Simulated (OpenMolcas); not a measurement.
## neutral cobalt: from CASSCF to CASPT2

```yaml
Program: OpenMolcas 26.06
Basis: ANO-RCC-VQZP [7s6p4d3f2g1h]
Scalar_Hamiltonian: DKH2, point nucleus
Active_space: 9 electrons in 6 orbitals (3d 4s)
State_averaging: 2S+1 = 4 even, 20 roots; 2S+1 = 2 even, 40 roots kept (CI in the orbitals of an earlier block)
Spin-orbit_coupling: state interaction with AMFI integrals over the reference wave functions, term energies averaged over their components
```

Methods on the same reference wave functions:
A. CASSCF
B. SS-CASPT2, IPEA 0.25 Eh, imaginary shift 0.1 Eh (closed shells correlated: 3s 3p)
C. MS-CASPT2, IPEA 0.25 Eh, imaginary shift 0.1 Eh (closed shells correlated: 3s 3p)

Energies in cm-1 above 3d7 4s2 4F 9/2, the measured ground level; measured values from NIST Handbook of Basic Atomic Spectroscopic Data.

| Level | A | B | C | Measured |
| --- | --- | --- | --- | --- |
| 3d7 4s2 4F 9/2 | 0.0 | 0.0 | 0.0 | 0.0 |
| 3d7 4s2 4F 7/2 | 766 | 768 | 768 | 816 |
| 3d7 4s2 4F 5/2 | 1332 | 1332 | 1332 | 1407 |
| 3d7 4s2 4F 3/2 | 1720 | 1716 | 1717 | 1809 |
| 3d8 4s 4F 9/2 | 13693 | 7780 | 7780 | 3483 |
| 3d8 4s 4F 7/2 | 14396 | 8450 | 8450 | 4143 |
| 3d8 4s 4F 5/2 | 14971 | 9040 | 9040 | 4690 |
| 3d8 4s 4F 3/2 | 15383 | 9460 | 9460 | 5076 |
| 3d7 4s2 2G 9/2 | 17780 | 16580 | 16580 |  |
| 3d7 4s2 4P 5/2 | 17924 | 15030 | 15030 | 13795 |
| 3d7 4s2 4P 3/2 | 18180 | 15240 | 15240 | 14036 |
| 3d7 4s2 2G 7/2 | 18519 | 17310 | 17310 |  |
| 3d7 4s2 4P 1/2 | 18533 | 15620 | 15620 | 14399 |
| 3d8 4s 2F 7/2 | 19284 | 11070 | 11070 | 7442 |
| 3d8 4s 2F 5/2 | 20385 | 12140 | 12140 | 8461 |
| 3d7 4s2 2P 3/2 [72 %] | 23405 | 19460 | 19380 |  |
| 3d7 4s2 2H 11/2 | 23719 | 22560 | 22560 |  |
| 3d7 4s2 2P 1/2 | 24159 | 20100 | 20100 |  |
| 3d7 4s2 2H 9/2 | 24362 | 23200 | 23200 |  |
| 3d7 4s2 2D 5/2 | 25503 | 22550 | 23020 |  |
| 3d7 4s2 2D 3/2 | 26605 | 23550 | 23980 |  |

Deviations, from unrounded energies. A percentage is the sum of absolute deviations over the sum of measured energies, with the sign that they share, or ± where signs differ.

```csv
Against measurement,Levels,A,B,C
mean absolute deviation (cm-1),12,6500,2400,2400
fine structure of the ground term (%),3,-5.3,-5.4,-5.3
other terms of the ground configuration (%),3,+29.4,+8.7,+8.7
other configurations (%),6,+194.7,+74.0,+74.0
```

B, C lie about equally close to measurement and A furthest from it. The largest miss of C in the table is 3d8 4s 4F 3/2, by +4400 cm-1. The ranking rests on the paired levels alone, and a cruder setting can come out closer through cancelling errors.

Between B and C the level of the table that moves most is 3d7 4s2 2D 5/2, by 470 cm-1 (lowest in B, highest in C). Moves below CASPT2's spread within the term are not significant.

The two smallest mean deviations differ by little beside CASPT2's spread within terms, so their order carries little weight.

From A to B the spin-free energies of the other terms of 3d7 4s2 shown, above 4F, scale by factors of 0.82 to 0.95, as is usual when dynamic correlation screens the repulsion within a d or f shell.

The lowest spin-free term lies below A's lowest term by 0.750 hartree in B, 0.750 hartree in C.

Term energies are means over components that CASPT2 splits; among the terms shown or strongly mixed into the levels shown the widest spread is 2100 cm-1 (3d8 4s 2F, C). Terms from blocks run as CI alone lack orbitals of their own. A single d shell beside an s shell can misplace configurations of different d count against each other. The CASPT2 spread within a term exceeds the gap to the next term for 3d7 4s2 2D and 3d7 4s2 2H, so the order of their levels is uncertain (figures for B; the like holds for C). Without dynamic correlation excited terms often stand tens of per cent too high (terms of higher spin than the ground term too low), and those without a measured partner can miss by more than the paired ones (holds for A). Measured partners are found by configuration, term and J. A level has none where our copy of the source lacks it or the pairing is in doubt (some pairs that miss far off the trend of their configuration count as doubtful), and it then counts in no deviation. Levels of configurations outside the active space are missing. Levels that lie high or do not pair safely by name in every column are left out.

A share in square brackets marks a mixed level and gives the weight of the term that names it, the lowest over the columns.
